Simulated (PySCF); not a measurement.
## Dipole response of Co²⁺ (cobalt, charge +2)

[Ar] 3d7, high-spin 4F determinant. Calculation: PySCF 2.14, in aug-cc-pVTZ-DK (8s7p5d3f2g, 93 functions); the spin-free X2C one-electron Hamiltonian (Gaussian nucleus). Coupled (time-dependent) response in atomic units; α is the mean over directions.

| method | mean α (bohr³) | C₆ (like pair) | S(−4) |
| --- | --- | --- | --- |
| LC-wPBE | 3.571 | 10.30 | 7.078 |

S(−4) is the Cauchy moment in α(ω) = α(0) + S(−4) ω² + …

α(iu) at LC-wPBE:

```csv
u (hartree),α(iu) (bohr³)
0,3.571
0.0500,3.554
0.100,3.503
0.200,3.324
0.300,3.091
0.500,2.620
0.750,2.154
1.00,1.808
1.50,1.331
2.00,1.021
3.00,0.6566
5.00,0.3376
```

A single London oscillator, α(iu) = α/(1 + u²/ω²), gives C₆ = (3/4) ω α². Matching the computed C₆ needs ω = 4 × 10.30 / (3 × 3.571²) = 1.08 hartree.

For an ion, C₆ is the dispersion term alone; charge-induced terms of lower order in 1/R come first.
